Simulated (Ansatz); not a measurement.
Input file for Ansatz (a first-principles code): R-B3LYP/def2-TZVPP on GeH4SSi (SMILES [SiH3][Ge][SH]), a point of a torsion scan.

Ansatz 0.2 input:
```yaml
crystal:
  periodic: [false, false, false]
  atoms:
    - {symbol: Si, position_ang: [1.04385628, -0.04337140, 0.12743198]}
    - {symbol: Ge, position_ang: [-0.65387475, 1.66210507, -0.30155242]}
    - {symbol: S, position_ang: [-1.94068477, 1.32014395, 1.50328207]}
    - {symbol: H, position_ang: [0.78861759, -1.25030391, -0.67427391]}
    - {symbol: H, position_ang: [2.37583502, 0.42997720, -0.27253465]}
    - {symbol: H, position_ang: [1.17593358, -0.51383033, 1.51779075]}
    - {symbol: H, position_ang: [-1.30644706, 0.34466982, 2.14203486]}
basis:
  gaussian:
    orbitals: def2-TZVPP
hamiltonian:
  xc: {name: B3LYP}
scf: {lower_state_search: off}
```

Program output:

```
WARN ansatz: RAYON_NUM_THREADS=1 ignored (pool sized by the plan → 1); use --threads N
Functional definition: B3LYP
these checks for a lower state are left out or cut short: stability, starts, cluster_reference, orbital_swaps, neighbouring_geometries, increment
integrals: 0.12 GiB planned
1212 factors; their error is unknown
mean field: 0.99 GiB planned
mean field evaluation 1: about -75297.6607 eV, gradient 2.6e1 eV
mean field evaluation 2: about -75295.3651 eV, gradient 4.1e1 eV
mean field evaluation 4: about -75299.3926 eV, gradient 2.4e0 eV
mean field evaluation 8: about -75299.4083 eV, gradient 2.9e-2 eV
mean field evaluation 16: about -75299.6390 eV, gradient 2.2e-5 eV
mean field -75299.63904509 eV, -2767.2106949785 hartree, gradient 1.0e-6 eV, S^2 0.000000; 0 other end points of the search recorded, 0 dependent functions left out
reference -75299.63929460 eV, -2767.2107041477 hartree; 33, 33 occupied and 155, 155 virtual orbitals, 1212 factors
Total energy: -75299.63929460 eV, -2767.2107041477 hartree
Checks for a lower state left out: stability, starts, cluster_reference, orbital_swaps, neighbouring_geometries, increment
```

Self-consistency was reached.

Cost: about 2.8 core-seconds (a rough figure).
